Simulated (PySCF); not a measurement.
## Ru: ionisation energy

Ru [Kr] 4d7 5s1 (5F) → Ru⁺ [Kr] 4d7 (4F), as a difference of total energies. Computed with PySCF 2.14 in def2-QZVPPD with the def2 core potential (28 electrons), with a scalar-relativistic core potential. Correlated levels: valence and next inner shell: nothing frozen outside the core potential. The calculations carry no spin-orbit coupling.

| method | ionisation energy (eV) |
| --- | --- |
| UHF | 6.322 |
| MP2 (valence and next inner shell) | 7.433 |
| SCS-MP2 (valence and next inner shell) | 7.137 |
| CCSD (valence and next inner shell) | 7.275 |
| CCSD(T) (valence and next inner shell) | 7.383 |

Errors of the correlated levels include the incompleteness of this basis.

Q: Which method comes closest to the reference value, and which is furthest?

A: The reference is 7.365 eV (measured; NIST levels, between the centres of gravity of the two terms). Closest: CCSD(T) (valence and next inner shell) (error 0.018 eV); furthest: UHF (error -1.043 eV).
